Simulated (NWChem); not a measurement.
A series in which one site is exchanged, each optimised at PBE0/def2-SVP with NWChem, gas phase unless a solvent is named. This build's default masses of Se (78.918 u) and Br (79.917 u) are each other's, which moves their modes by up to 0.6 %.

A: BrB(Cl)Cl (BBrCl₂; site = Cl)
B: FB(Cl)Br (BBrClF; site = F)
C: BrBCl (BHBrCl; site = H)
D: ClB(Br)Br (BBr$_{2}$Cl; site = Br)

Rank them by orbital gap (eV), PBE0/def2-SVP, lowest first.

D (6.55), C (6.80), A (6.95), B (7.79)
